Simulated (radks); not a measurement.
The scandium ion Sc2+, 19 electrons, occupied as [Ar] 3d1.

Method: Dirac Kohn-Sham, PBE, spin-unpolarised, spherical densities, point nucleus; open shells are shared between the two j in proportion to 2j + 1; computed with a radial shooting solver on a logarithmic mesh with Libxc functionals.

Energy parts (Ry):
total: -1526.68002
kinetic: 1540.15034
electron-nucleus: -3607.25474
Hartree: 617.57063
exchange-correlation: -77.14626

Orbitals (lengths in bohr, moments of r in powers of bohr; r(max) is where P^2 peaks; r(90%) holds 90 % of the orbital's charge):
orbital	occ.	eigenvalue (Ry)	r(max)	r(90%)	small-component weight
1s1/2	2	-324.2999	0.04780	0.130	5.65e-03
2s1/2	2	-35.99218	0.2836	0.534	9.65e-04
2p1/2	2	-29.89566	0.2309	0.504	9.44e-04
2p3/2	4	-29.55438	0.2330	0.508	9.35e-04
3s1/2	2	-5.17384	0.9269	1.61	1.93e-04
3p1/2	2	-3.62259	0.9642	1.78	1.65e-04
3p3/2	4	-3.58493	0.9704	1.79	1.63e-04
3d3/2	0.4	-1.31812	1.077	2.67	8.99e-05
3d5/2	0.6	-1.31547	1.079	2.68	8.96e-05
4s1/2	0	-1.16768	2.740	4.47	3.29e-05
4p1/2	0	-0.86626	3.194	5.26	2.56e-05
4p3/2	0	-0.86204	3.209	5.28	2.55e-05

The highest occupied level is 3d5/2 at -17.898 eV. For comparison, the ionisation energy in NIST's Atomic Spectra Database is 24.757 eV (measured). In exact Kohn-Sham theory the highest level is minus the ionisation energy, but local and semilocal functionals leave it too shallow, through self-interaction and a potential that decays too fast; potentials with the right tail come closer. Summed over all electrons, <r^2> = 16.34 bohr^2, which gives a Langevin (diamagnetic) susceptibility term of -12.9 x 10^-6 cm^3/mol. The density falls to 0.001 e/bohr^3 at r = 3.11 bohr.

Beside tabulated values, note that spin-unpolarised runs miss the spin-polarisation part of the exchange energy of open shells.
